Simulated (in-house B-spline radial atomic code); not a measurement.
A run on Tc⁺ (an excited or competing configuration) that did not converge. Method: scalar-relativistic (X2C) wB97X, spin-polarised, spherical fractional occupations, exact exchange averaged over the configuration, Fermi nucleus of rms radius 4.41117 fm; computed with an all-electron radial atomic-structure program (B-spline basis).

Command:
```bash
python run_scf.py task.json out
```
Settings (nuclear radius in fm, mass in u):
```
Z                43
configuration    [Ar] 3d10 4s2 4p5 4d5 5s1 6p1
hamiltonian      x2c
method           wb97x
spin_polarised   True
nucleus          fermi
rms_radius       4.41117
atomic_mass      96.90636
speed_of_light   137.035999084
exact_exchange   averaged over the configuration
```

First and last ten iterations of the last attempt (damped for 15 steps, keeping 80 % of the old Fock matrix, then DIIS):
```
 iter        energy (Eh)    residual
    1       -4275.764776    4.46e-01
    2       -4280.546268    2.50e-01
    3       -4281.885400    1.77e-01
    4       -4282.575149    1.23e-01
    5       -4282.924346    8.90e-02
    6       -4283.098613    6.52e-02
    7       -4283.185346    4.73e-02
    8       -4283.228513    3.41e-02
    9       -4283.250121    2.46e-02
   10       -4283.261019    1.78e-02
  111       -4283.273920    1.02e-04
  112       -4283.273920    6.76e-05
  113       -4283.273920    8.01e-06
  114       -4283.273920    7.91e-06
  115       -4283.273920    8.67e-06
  116       -4283.273920    8.72e-06
  117       -4283.273920    6.94e-06
  118       -4283.273920    6.95e-06
  119       -4283.273920    7.29e-06
  120       -4283.273920    8.88e-06
 not converged after 120 iterations
```

The smallest residual met was 3.3e-06; the threshold is about 4e-07. Over the last five steps the energy moves by less than 1e-08 hartree, but the orbitals didn't meet the threshold. Cost of the run: 28 s on 1 thread of Arm Neoverse V2, with other jobs on the host.
